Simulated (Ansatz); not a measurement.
Saddle point of BN2H8F, closed shell (BNH₄ ([BH2][NH2]) + NH₃ + HF → BH₂F ([BH2][F]) + NH₃ + NH₃ (still joined by a long B–N bond); bonds formed: B1–F6, N2–H7, H5–N8; bonds broken: H5–F6, H7–N8; bonds weakened to dative contacts: B1–N2), PBE0-D4/def2-TZVP structure:

B1  (-1.273, -0.601, -0.643)
N2  (0.016, -1.260, -0.393)
H3  (-1.521, -0.334, -1.788)
H4  (-2.170, -0.895, 0.099)
H5  (-0.106, 1.257, 0.340)
F6  (-1.087, 1.124, -0.070)
H7  (1.243, 0.160, 0.500)
N8  (1.168, 1.146, 0.783)
H9  (0.547, -1.538, -1.203)
H10  (0.020, -1.998, 0.293)
H11  (1.302, 1.235, 1.782)
H12  (1.860, 1.704, 0.300)
(Å)

Energies are electronic, without zero-point energy. Barriers and step energies count from the start structure reached by relaxing down the imaginary mode; all methods use the PBE0-D4 structures, on which another method's saddle can fall below an end. Program: Ansatz 0.2.0. Basis: def2-TZVPP, with def2-QZVPP for the basis limit. Cores are frozen in the correlated methods. B3LYP uses VWN-RPA correlation. Extrapolation: Hartree–Fock as exp(−7.88 √X), correlation as X^−2.97.

| method | barrier (eV) | step energy (eV) |
| --- | --- | --- |
| SPW92 | -0.240 | -1.072 |
| PBE-D4 | ? | -0.815 |
| BLYP-D4 | 0.252 | -0.711 |
| r2SCAN-D4 | ? | -0.897 |
| B97M-V | 0.251 | -0.923 |
| PBE0-D4 | 0.199 | -0.862 |
| B3LYP-D4 | 0.285 | -0.765 |
| r2SCAN0-D4 | 0.192 | -0.913 |
| BHLYP-D4 | ? | -0.829 |
| CAM-B3LYP-D4 | 0.234 | -0.831 |
| wB97X-V | 0.237 | -0.864 |
| wB97M-V | 0.226 | -0.851 |
| B2PLYP | 0.308 | -0.775 |
| PBE-QIDH | 0.236 | -0.893 |
| RPA on PBE | 0.298 | -0.842 |
| HF | 0.699 | -0.686 |
| MP2 | 0.262 | -0.842 |
| CCSD | 0.356 | -0.838 |
| CCSD(T) | 0.289 | -0.853 |

Fill in the withheld barriers. (Judge from chemistry; the value comes from the calculation.)

Computed: BHLYP-D4 0.344; r2SCAN-D4 0.136; PBE-D4 0.133 eV. Each is the energy of the saddle less that of the start structure, by the same method.

For comparison, the barrier by CCSD(T) at an estimated basis limit (MP2 extrapolated from triple and quadruple zeta, plus CCSD(T) − MP2 in triple zeta) is 0.332 eV.

The T1 diagnostic stays at or below 0.011.

Steps of this kind, hydrogen fluoride cutting a network bond, underlie vapour etching and the fluorination step of atomic layer etching.

Labels in which every atom is bracketed show which atoms are joined, not bond orders.

For scale, one of the runs: CCSD(T)/def2-TZVPP, 236 basis functions, launched by `ansatz run in.yaml --threads 4 --pin off --events-out ev --progress --plain --max-ram 9574MiB`. Hardware: 4 CPU threads of an Arm Neoverse V2, shared host. Wall time 100 s; peak host memory 4.7 GiB.
